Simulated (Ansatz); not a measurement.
Born–Oppenheimer molecular dynamics of a periodic cell of 15 atoms, H$_{8}$CO$_{6}$ (contents 4 H2O + 1 CO2, density as packed 1.04 g/cm³ with natural masses). It starts from a partly relaxed structure (largest force component 0.21 eV/Å).

Level of theory: Ansatz 0.2.0, DFT PBE, scalar-relativistic, plane waves, PAW. Settings: accuracy low, cutoff 420 eV, k mesh 1x1x1, fermi-dirac smearing 0.05 eV, no spin polarisation.

```
ensemble        : NVT, Langevin thermostat
time step       : 0.5 fs
steps asked     : 300
set temperature : 400 K
friction        : 0.02 /fs
seed            : 134721
```

Frames 1 fs apart, positions in Å, forces in eV/Å.

Velocities at 95.0 fs (Å/ps):

```
O 0.21 3.81 -1.35
H 7.10 23.27 -17.87
H 4.71 -6.47 12.14
O 0.30 2.22 9.01
H 20.52 38.12 -5.94
H -23.69 10.21 -26.37
O -1.75 -3.85 -4.69
H -1.83 6.83 -10.91
H 1.27 -20.64 -17.13
O -5.42 7.01 -9.37
H 14.40 7.28 10.90
H 24.55 -37.79 -6.96
C -6.22 -1.68 9.90
O 0.76 -3.27 -3.71
O -0.80 7.71 -9.30
```

```xyz
15
Lattice="5.7083 0.0000 0.0000 0.0000 5.7083 0.0000 0.0000 0.0000 5.7083" Properties=species:S:1:pos:R:3:forces:R:3 time_fs=95.0 energy_less_start_eV=0.465 T=459
O 2.352 0.704 1.381 0.34 -0.85 -0.53
H 2.738 0.022 0.789 0.28 0.59 -0.27
H 1.764 0.074 1.835 -0.79 0.20 0.69
O 0.438 4.542 2.754 -0.86 1.12 -1.54
H 1.000 4.255 3.452 0.40 -0.93 1.04
H -0.236 3.885 2.433 0.72 -0.06 0.41
O 4.078 3.088 1.665 0.51 1.95 -1.09
H 3.525 2.309 1.613 -0.71 -0.84 -0.12
H 3.925 3.642 0.820 0.13 -1.12 1.22
O 3.837 4.579 4.801 -0.03 0.43 -0.95
H 3.851 4.141 3.901 -0.02 0.58 1.03
H 4.207 5.484 4.627 -0.07 -0.99 0.08
C 0.461 2.256 5.274 0.06 1.36 0.76
O 0.996 3.231 5.593 1.16 0.79 0.13
O -0.193 1.364 4.973 -1.12 -2.23 -0.84
15
Lattice="5.7083 0.0000 0.0000 0.0000 5.7083 0.0000 0.0000 0.0000 5.7083" Properties=species:S:1:pos:R:3:forces:R:3 time_fs=96.0 energy_less_start_eV=0.470 T=491
O 2.351 0.707 1.379 0.03 -1.09 -0.27
H 2.744 0.045 0.769 0.14 0.54 -0.13
H 1.765 0.067 1.851 -0.36 0.48 0.28
O 0.438 4.545 2.763 -1.41 0.88 -1.89
H 1.025 4.285 3.454 0.26 -1.09 0.93
H -0.258 3.893 2.406 1.38 0.28 0.87
O 4.076 3.085 1.659 0.57 1.89 -1.04
H 3.518 2.311 1.602 -0.73 -0.96 -0.02
H 3.930 3.616 0.806 0.11 -0.86 1.07
O 3.832 4.586 4.792 -0.51 -0.35 0.02
H 3.867 4.149 3.918 -0.05 0.07 0.20
H 4.234 5.444 4.621 0.45 0.30 -0.05
C 0.456 2.255 5.284 0.14 1.32 0.58
O 0.998 3.227 5.589 1.30 1.08 0.33
O -0.194 1.370 4.965 -1.33 -2.49 -0.86
15
Lattice="5.7083 0.0000 0.0000 0.0000 5.7083 0.0000 0.0000 0.0000 5.7083" Properties=species:S:1:pos:R:3:forces:R:3 time_fs=97.0 energy_less_start_eV=0.501 T=494
O 2.349 0.709 1.376 -0.32 -1.19 0.11
H 2.744 0.069 0.748 0.07 0.37 -0.09
H 1.763 0.065 1.873 0.06 0.76 -0.16
O 0.438 4.549 2.772 -1.20 0.69 -1.55
H 1.053 4.309 3.466 -0.29 -1.02 0.32
H -0.267 3.903 2.384 1.69 0.36 1.16
O 4.074 3.081 1.650 0.39 1.10 -0.57
H 3.509 2.299 1.593 -0.42 -0.60 0.08
H 3.937 3.584 0.802 0.00 -0.40 0.51
O 3.826 4.593 4.782 -0.93 -0.52 1.14
H 3.881 4.154 3.939 -0.04 -0.58 -0.88
H 4.273 5.410 4.615 0.86 1.12 -0.11
C 0.452 2.254 5.293 0.06 1.07 0.35
O 1.000 3.223 5.587 1.42 1.33 0.50
O -0.196 1.375 4.955 -1.36 -2.49 -0.81
15
Lattice="5.7083 0.0000 0.0000 0.0000 5.7083 0.0000 0.0000 0.0000 5.7083" Properties=species:S:1:pos:R:3:forces:R:3 time_fs=98.0 energy_less_start_eV=0.521 T=492
O 2.348 0.711 1.375 -0.51 -1.18 0.31
H 2.745 0.093 0.727 -0.05 0.25 0.04
H 1.759 0.069 1.892 0.38 0.87 -0.52
O 0.438 4.551 2.782 -0.52 0.83 -0.94
H 1.075 4.328 3.485 -0.86 -0.93 -0.31
H -0.259 3.919 2.375 1.58 0.12 1.19
O 4.070 3.077 1.640 0.12 -0.12 0.38
H 3.497 2.280 1.586 0.01 -0.03 0.17
H 3.945 3.546 0.803 -0.16 0.27 -0.49
O 3.821 4.600 4.774 -0.89 0.02 1.62
H 3.891 4.151 3.950 -0.03 -0.98 -1.47
H 4.323 5.388 4.604 0.81 0.97 -0.03
C 0.447 2.254 5.303 -0.05 0.82 0.13
O 1.004 3.219 5.585 1.44 1.43 0.61
O -0.198 1.377 4.945 -1.27 -2.33 -0.69
15
Lattice="5.7083 0.0000 0.0000 0.0000 5.7083 0.0000 0.0000 0.0000 5.7083" Properties=species:S:1:pos:R:3:forces:R:3 time_fs=99.0 energy_less_start_eV=0.518 T=477
O 2.349 0.712 1.375 -0.51 -0.93 0.38
H 2.747 0.116 0.709 -0.14 0.10 0.14
H 1.760 0.084 1.911 0.49 0.76 -0.70
O 0.437 4.554 2.791 0.27 1.28 -0.30
H 1.090 4.342 3.499 -1.21 -0.89 -0.72
H -0.236 3.937 2.375 1.14 -0.36 0.97
O 4.067 3.073 1.631 -0.18 -1.09 1.03
H 3.485 2.262 1.580 0.39 0.49 0.24
H 3.950 3.514 0.796 -0.26 0.70 -1.18
O 3.815 4.606 4.765 -0.39 0.70 1.29
H 3.905 4.136 3.952 -0.06 -0.97 -1.35
H 4.379 5.370 4.586 0.32 0.28 0.16
C 0.442 2.254 5.312 -0.24 0.46 -0.14
O 1.009 3.216 5.586 1.41 1.44 0.69
O -0.202 1.379 4.936 -1.04 -1.97 -0.50
15
Lattice="5.7083 0.0000 0.0000 0.0000 5.7083 0.0000 0.0000 0.0000 5.7083" Properties=species:S:1:pos:R:3:forces:R:3 time_fs=100.0 energy_less_start_eV=0.486 T=496
O 2.350 0.710 1.376 -0.36 -0.28 0.37
H 2.745 0.135 0.699 -0.10 -0.17 0.04
H 1.768 0.108 1.923 0.33 0.40 -0.61
O 0.437 4.557 2.800 1.03 1.77 0.35
H 1.104 4.345 3.506 -1.40 -0.82 -0.98
H -0.207 3.946 2.385 0.56 -0.90 0.59
O 4.065 3.070 1.623 -0.43 -1.30 0.80
H 3.473 2.252 1.578 0.61 0.80 0.23
H 3.956 3.495 0.773 -0.23 0.59 -0.93
O 3.812 4.613 4.755 0.53 1.23 0.30
H 3.919 4.112 3.944 -0.16 -0.54 -0.62
H 4.440 5.362 4.563 -0.53 -0.70 0.40
C 0.436 2.255 5.323 -0.40 0.12 -0.42
O 1.014 3.214 5.587 1.31 1.34 0.73
O -0.206 1.379 4.927 -0.76 -1.53 -0.26
15
Lattice="5.7083 0.0000 0.0000 0.0000 5.7083 0.0000 0.0000 0.0000 5.7083" Properties=species:S:1:pos:R:3:forces:R:3 time_fs=101.0 energy_less_start_eV=0.458 T=504
O 2.351 0.708 1.377 0.06 0.49 0.05
H 2.741 0.151 0.688 -0.08 -0.36 -0.03
H 1.779 0.133 1.925 -0.08 -0.18 -0.24
O 0.437 4.562 2.808 1.45 2.30 0.72
H 1.105 4.340 3.502 -1.20 -0.79 -0.86
H -0.171 3.942 2.402 -0.08 -1.44 0.10
O 4.062 3.066 1.615 -0.47 -0.92 0.11
H 3.467 2.250 1.582 0.59 0.79 0.15
H 3.963 3.485 0.740 -0.17 0.22 -0.15
O 3.809 4.619 4.745 1.30 1.19 -0.69
H 3.932 4.084 3.932 -0.31 0.03 0.21
H 4.498 5.346 4.543 -1.18 -1.25 0.57
C 0.428 2.256 5.336 -0.51 -0.18 -0.70
O 1.020 3.212 5.588 1.13 1.15 0.75
O -0.208 1.378 4.920 -0.46 -1.04 0.01
15
Lattice="5.7083 0.0000 0.0000 0.0000 5.7083 0.0000 0.0000 0.0000 5.7083" Properties=species:S:1:pos:R:3:forces:R:3 time_fs=102.0 energy_less_start_eV=0.439 T=520
O 2.352 0.707 1.377 0.59 1.16 -0.42
H 2.735 0.160 0.678 -0.09 -0.44 -0.02
H 1.786 0.158 1.922 -0.57 -0.78 0.24
O 0.438 4.569 2.814 1.20 2.55 0.57
H 1.094 4.327 3.491 -0.60 -0.80 -0.37
H -0.131 3.924 2.417 -0.45 -1.67 -0.25
O 4.059 3.062 1.606 -0.24 -0.14 -0.77
H 3.470 2.257 1.587 0.32 0.43 0.06
H 3.969 3.475 0.700 -0.11 -0.19 0.81
O 3.807 4.626 4.736 1.68 0.79 -1.29
H 3.939 4.057 3.925 -0.44 0.47 0.77
H 4.541 5.319 4.532 -1.46 -1.33 0.60
C 0.419 2.257 5.348 -0.42 -0.21 -0.92
O 1.027 3.212 5.591 0.81 0.76 0.71
O -0.210 1.377 4.911 -0.22 -0.60 0.27
15
Lattice="5.7083 0.0000 0.0000 0.0000 5.7083 0.0000 0.0000 0.0000 5.7083" Properties=species:S:1:pos:R:3:forces:R:3 time_fs=103.0 energy_less_start_eV=0.410 T=513
O 2.354 0.707 1.378 1.06 1.59 -0.90
H 2.727 0.164 0.668 -0.15 -0.42 0.08
H 1.788 0.180 1.920 -0.98 -1.24 0.62
O 0.439 4.575 2.822 0.21 2.25 -0.16
H 1.077 4.301 3.473 0.30 -0.86 0.42
H -0.092 3.890 2.429 -0.39 -1.29 -0.32
O 4.054 3.058 1.598 0.17 0.60 -1.22
H 3.471 2.271 1.592 -0.08 -0.13 0.00
H 3.971 3.464 0.672 -0.09 -0.37 1.33
O 3.807 4.631 4.726 1.65 0.30 -1.40
H 3.942 4.034 3.926 -0.51 0.69 0.95
H 4.568 5.283 4.526 -1.36 -1.07 0.54
C 0.409 2.257 5.359 -0.14 -0.01 -1.08
O 1.035 3.212 5.594 0.32 0.14 0.61
O -0.211 1.374 4.902 -0.01 -0.19 0.54
15
Lattice="5.7083 0.0000 0.0000 0.0000 5.7083 0.0000 0.0000 0.0000 5.7083" Properties=species:S:1:pos:R:3:forces:R:3 time_fs=104.0 energy_less_start_eV=0.357 T=543
O 2.357 0.708 1.377 1.04 1.47 -0.90
H 2.718 0.162 0.660 -0.20 -0.36 0.19
H 1.776 0.193 1.918 -0.90 -1.19 0.55
O 0.442 4.582 2.829 -0.87 1.36 -0.97
H 1.062 4.263 3.456 1.05 -0.87 1.07
H -0.058 3.849 2.436 -0.09 -0.36 -0.16
O 4.051 3.054 1.590 0.57 0.98 -1.10
H 3.464 2.285 1.600 -0.41 -0.61 -0.05
H 3.974 3.450 0.662 -0.13 -0.29 1.25
O 3.807 4.635 4.715 1.21 -0.10 -1.03
H 3.939 4.019 3.939 -0.52 0.55 0.69
H 4.583 5.241 4.522 -0.91 -0.53 0.42
C 0.399 2.257 5.371 0.14 0.15 -1.25
O 1.042 3.212 5.598 -0.13 -0.40 0.53
O -0.212 1.372 4.894 0.16 0.19 0.79
15
Lattice="5.7083 0.0000 0.0000 0.0000 5.7083 0.0000 0.0000 0.0000 5.7083" Properties=species:S:1:pos:R:3:forces:R:3 time_fs=105.0 energy_less_start_eV=0.333 T=531
O 2.362 0.709 1.374 0.44 1.03 -0.32
H 2.703 0.158 0.654 -0.15 -0.40 0.10
H 1.759 0.194 1.920 -0.38 -0.72 0.07
O 0.445 4.589 2.837 -1.33 -0.06 -1.27
H 1.060 4.217 3.443 1.18 -0.59 1.11
H -0.026 3.802 2.439 0.23 0.82 0.08
O 4.048 3.052 1.581 0.79 0.86 -0.44
H 3.455 2.295 1.605 -0.57 -0.87 -0.03
H 3.972 3.426 0.667 -0.18 0.05 0.58
O 3.808 4.639 4.705 0.37 -0.48 -0.41
H 3.930 4.010 3.957 -0.51 0.19 0.23
H 4.588 5.197 4.518 -0.07 0.22 0.24
C 0.389 2.257 5.380 0.44 0.30 -1.40
O 1.047 3.211 5.602 -0.54 -0.85 0.47
O -0.213 1.370 4.884 0.27 0.49 1.01
15
Lattice="5.7083 0.0000 0.0000 0.0000 5.7083 0.0000 0.0000 0.0000 5.7083" Properties=species:S:1:pos:R:3:forces:R:3 time_fs=106.0 energy_less_start_eV=0.430 T=556
O 2.369 0.710 1.371 -0.35 0.45 0.42
H 2.687 0.149 0.650 -0.06 -0.43 -0.03
H 1.740 0.187 1.924 0.32 -0.11 -0.51
O 0.446 4.596 2.845 -0.91 -1.66 -0.86
H 1.072 4.165 3.432 0.66 0.12 0.56
H 0.006 3.759 2.443 0.31 1.76 0.20
O 4.045 3.049 1.572 0.81 0.31 0.62
H 3.441 2.299 1.611 -0.50 -0.82 -0.02
H 3.971 3.400 0.677 -0.26 0.52 -0.47
O 3.808 4.643 4.695 -0.62 -0.74 0.29
H 3.921 4.005 3.975 -0.49 -0.29 -0.31
H 4.592 5.153 4.517 0.91 0.97 0.05
C 0.378 2.258 5.389 0.68 0.37 -1.58
O 1.052 3.210 5.607 -0.88 -1.20 0.43
O -0.213 1.369 4.875 0.37 0.77 1.22
```

Of the whole run (150 fs, mean temperature of the second half 414 K): A run of 0.15 ps of so small a system gives no equilibrium averages. Limits of this set-up: coarse k mesh, low accuracy level.

Time of the run: 4.3 min on 1 thread of Arm Neoverse V1 (shared host), peak memory 0.3 GiB.
